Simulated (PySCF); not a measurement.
# Dipole response of Cu (copper, neutral)

[Ar] 3d10 4s1, 2S determinant. Computed with PySCF 2.14 in aug-cc-pVQZ-PP with ECP10MDF, with a scalar-relativistic core potential. Coupled (time-dependent) response in atomic units; α is the mean over directions.

| method | mean α (bohr³) | C₆ (like pair) | S(−4) |
| --- | --- | --- | --- |
| UHF | 71.61 | 501.5 | 5183 |
| PBE | 41.48 | 259.7 | 1394 |

S(−4) is the Cauchy moment in α(ω) = α(0) + S(−4) ω² + …

Reference α: 46.5 ± 0.5 bohr³ (recommended; Schwerdtfeger and Nagle, table of static dipole polarizabilities (2023 update)). Published C₆: 253.0 (Chu and Dalgarno (2004); Tang, Norbeck and Certain (1976)).

Hartree-Fock lies above the reference because it lacks correlation, which contracts the outer shell.

α(iu) at UHF:

```tsv
u (hartree)	α(iu) (bohr³)
0	71.61
0.0500	60.80
0.100	42.71
0.200	21.47
0.300	13.08
0.500	6.970
0.750	4.346
1.00	3.140
1.50	1.972
2.00	1.398
3.00	0.8364
5.00	0.4123
```

A single London oscillator, α(iu) = α/(1 + u²/ω²), gives C₆ = (3/4) ω α². Matching the computed C₆ needs ω = 4 × 501.5 / (3 × 71.61²) = 0.130 hartree.

Energies and moments cover only the electrons outside the core potential.
